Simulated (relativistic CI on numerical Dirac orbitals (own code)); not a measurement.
# Zn XX: sensitivity of the levels to the model

Base calculation: Dirac-Coulomb-Breit CI, separate exchange-only KLI orbitals for each configuration, model QED, unscaled Slater integrals.

CI space (outside the closed core [Ne]): 3s, 3p, 3d, 4s, 4p, 4d, 4f, 5s, 5p, 5d, 5f, 5g, 6s, 6p, 6d, 7s, 7p. Levels of other configurations are missing.

Variants: (1) Breit term removed. Shifts of the energy above 3s 2S_1/2, in eV, for the lowest level and the first level of each name with at least 55 % of one term (blank where a level changes its place among those of its configuration and J or its character, or is not in the variant):

```csv
Level,Base,Δ(1)
3s 2S_1/2,0.000,0.000
3p 2P°_1/2,43.124,-0.134
3p 2P°_3/2,48.448,0.000
3d 2D_3/2,106.655,+0.095
3d 2D_5/2,107.509,+0.177
4s 2S_1/2,344.384,+0.141
4p 2P°_1/2,361.727,+0.084
4p 2P°_3/2,363.825,+0.139
4d 2D_3/2,385.358,+0.175
4d 2D_5/2,385.744,+0.207
4f 2F°_5/2,395.542,+0.224
4f 2F°_7/2,395.691,+0.227
5s 2S_1/2,493.088,+0.185
5p 2P°_1/2,501.698,+0.156
```

At this charge energies of transitions that change n are usually good to better than 1 %, and those within a shell (Δn = 0) to a few per cent.

Ionisation energy from the two ground configurations alone: base 736.625 eV; Breit term removed 736.851 eV. The NIST ASD value (semi-empirical) is 737.366 eV.
